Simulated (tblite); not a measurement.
Compound: C5H10BrGa.
SMILES with atom numbers: `[CH3:1][CH:2]([CH3:3])/[CH:4]=[CH:5]\[GaH:6][Br:7]` (hydrogens: H8, H9, H10 on C1; H11 on C2; H12, H13, H14 on C3; H15 on C4; H16 on C5; H17 on Ga6)

Computed with GFN2-xTB (tblite), gas phase: L-BFGS steps from a force-field or distance-geometry start until the largest atomic force falls under 0.01 eV/Å.

Step 83: E = -574.3528 eV
```
atom  x, y, z in Å  |  force x, y, z in eV/Å
C1     -1.9630    0.2318    0.8036   -0.029   0.011   0.044
C2     -0.9856   -0.0246   -0.3496   -0.052   0.017   0.036
C3     -0.2093   -1.3026   -0.0698   -0.004  -0.001  -0.011
C4     -0.1309    1.1947   -0.5433    0.007  -0.003  -0.004
C5      1.1807    1.3215   -0.3590    0.025  -0.019  -0.028
Ga6     2.5391   -0.0994    0.0585    0.011  -0.016   0.044
Br7     4.1195   -0.5774   -1.5302   -0.007   0.029   0.002
H8     -1.4105    0.3385    1.7346    0.007   0.011   0.028
H9     -2.5412    1.1382    0.6456    0.010   0.032  -0.066
H10    -2.6560   -0.5995    0.9062    0.002  -0.019  -0.004
H11    -1.5675   -0.1560   -1.2707   -0.010  -0.016  -0.002
H12    -0.8911   -2.1487   -0.0257    0.002  -0.031   0.008
H13     0.5264   -1.5091   -0.8582    0.011  -0.002  -0.049
H14     0.3062   -1.2294    0.8939    0.002  -0.026   0.015
H15    -0.7104    2.0630   -0.8510    0.013   0.000   0.013
H16     1.6030    2.3076   -0.5628    0.011   0.016   0.001
H17     2.7838   -0.9364    1.3682    0.001   0.017  -0.025
```

Step 84: E = -574.3534 eV
```
atom  x, y, z in Å  |  force x, y, z in eV/Å
C1     -1.9592    0.2345    0.8105   -0.025   0.010   0.013
C2     -0.9899   -0.0242   -0.3493   -0.013   0.002   0.021
C3     -0.2125   -1.3033   -0.0727   -0.003  -0.006  -0.005
C4     -0.1326    1.1929   -0.5490    0.006  -0.007  -0.003
C5      1.1792    1.3188   -0.3636    0.016  -0.007  -0.028
Ga6     2.5377   -0.1013    0.0578    0.018  -0.015   0.037
Br7     4.1428   -0.5582   -1.5137   -0.018   0.033   0.010
H8     -1.3992    0.3444    1.7371   -0.012   0.011   0.015
H9     -2.5418    1.1376    0.6517    0.021   0.046  -0.055
H10    -2.6506   -0.5973    0.9171    0.003  -0.034   0.015
H11    -1.5765   -0.1565   -1.2681   -0.006  -0.009   0.019
H12    -0.8940   -2.1504   -0.0309    0.010  -0.019   0.000
H13     0.5259   -1.5076   -0.8606   -0.015   0.005  -0.031
H14     0.3015   -1.2335    0.8927   -0.003  -0.020  -0.002
H15    -0.7094    2.0609   -0.8624    0.008  -0.001   0.021
H16     1.6023    2.3048   -0.5689    0.009  -0.004  -0.003
H17     2.7693   -0.9492    1.3625    0.003   0.015  -0.022
```

Step 85: E = -574.3535 eV
```
atom  x, y, z in Å  |  force x, y, z in eV/Å
C1     -1.9612    0.2357    0.8104   -0.021   0.000  -0.029
C2     -0.9916   -0.0237   -0.3484    0.045  -0.026  -0.004
C3     -0.2138   -1.3040   -0.0730    0.001  -0.012   0.002
C4     -0.1315    1.1922   -0.5466    0.014  -0.007  -0.002
C5      1.1808    1.3174   -0.3615    0.001  -0.009  -0.016
Ga6     2.5409   -0.1025    0.0573   -0.038   0.026   0.040
Br7     4.1358   -0.5628   -1.5153    0.028   0.021  -0.040
H8     -1.4011    0.3549    1.7353   -0.020   0.015   0.025
H9     -2.5498    1.1326    0.6421    0.017   0.068  -0.035
H10    -2.6474   -0.5994    0.9196   -0.004  -0.047   0.032
H11    -1.5762   -0.1561   -1.2687   -0.006  -0.004   0.030
H12    -0.8955   -2.1519   -0.0330    0.021  -0.005  -0.009
H13     0.5272   -1.5069   -0.8604   -0.043   0.012  -0.007
H14     0.2981   -1.2371    0.8944   -0.005  -0.013  -0.020
H15    -0.7067    2.0612   -0.8591    0.000   0.006   0.022
H16     1.6023    2.3057   -0.5611    0.009  -0.014  -0.012
H17     2.7827   -0.9432    1.3580    0.001  -0.010   0.022
```

Step 86: E = -574.3541 eV
```
atom  x, y, z in Å  |  force x, y, z in eV/Å
C1     -1.9558    0.2380    0.8195    0.005  -0.001  -0.050
C2     -0.9952   -0.0235   -0.3473    0.058  -0.033  -0.015
C3     -0.2159   -1.3044   -0.0768   -0.003  -0.018   0.005
C4     -0.1335    1.1907   -0.5547    0.001  -0.012   0.004
C5      1.1790    1.3156   -0.3707   -0.006   0.008  -0.014
Ga6     2.5364   -0.1036    0.0601    0.018   0.005  -0.003
Br7     4.1671   -0.5355   -1.4937   -0.027   0.037   0.019
H8     -1.3873    0.3572    1.7400   -0.037   0.018   0.006
H9     -2.5445    1.1354    0.6525    0.019   0.057  -0.021
H10    -2.6409   -0.5976    0.9336   -0.003  -0.036   0.036
H11    -1.5866   -0.1571   -1.2638    0.000   0.003   0.050
H12    -0.8970   -2.1532   -0.0375    0.025   0.005  -0.015
H13     0.5249   -1.5052   -0.8662   -0.060   0.018   0.012
H14     0.2967   -1.2403    0.8906   -0.009  -0.011  -0.034
H15    -0.7076    2.0586   -0.8731    0.003  -0.001   0.026
H16     1.6020    2.3027   -0.5765    0.006  -0.037  -0.010
H17     2.7513   -0.9656    1.3542    0.010   0.000   0.005
```

Task: Estimate the geometry and energy of step 87. (The exact step hangs on the optimiser's Hessian estimate; all steps are aligned on step 86, rigid shifts and turns removed.)

Result: E = -574.3546 eV, largest force 0.054 eV/Å
```
atom  x, y, z in Å  |  force x, y, z in eV/Å
C1     -1.9551    0.2380    0.8197    0.011   0.000  -0.039
C2     -0.9943   -0.0238   -0.3470    0.038  -0.026  -0.009
C3     -0.2164   -1.3053   -0.0772   -0.004  -0.015   0.003
C4     -0.1333    1.1906   -0.5551   -0.001  -0.013   0.005
C5      1.1793    1.3160   -0.3728   -0.005   0.002  -0.010
Ga6     2.5363   -0.1022    0.0620    0.022  -0.001  -0.011
Br7     4.1693   -0.5309   -1.4913   -0.030   0.037   0.025
H8     -1.3869    0.3571    1.7403   -0.029   0.020   0.010
H9     -2.5422    1.1366    0.6529    0.012   0.046  -0.022
H10    -2.6396   -0.5980    0.9356   -0.006  -0.024   0.025
H11    -1.5869   -0.1569   -1.2626    0.000   0.002   0.041
H12    -0.8986   -2.1529   -0.0383    0.021  -0.002  -0.013
H13     0.5232   -1.5064   -0.8670   -0.049   0.016   0.007
H14     0.2963   -1.2424    0.8901   -0.004  -0.011  -0.028
H15    -0.7081    2.0583   -0.8730    0.004  -0.003   0.022
H16     1.6024    2.3025   -0.5805    0.007  -0.032  -0.008
H17     2.7476   -0.9682    1.3543    0.012   0.003   0.003
```

The energy changes by -0.0005 eV. The first-order estimate −F·Δx gives -0.0006 eV and the mean of the old and new forces, exact on a quadratic surface, -0.0005 eV. The step makes an angle of 71° with the force vector and moves no atom by more than 0.006 Å.

The cost below is that of the whole relaxation. Time: 1.5 s wall. Hardware: Arm Neoverse V1, one thread, shared host with 32 logical CPUs at a one-minute load of 6.4.
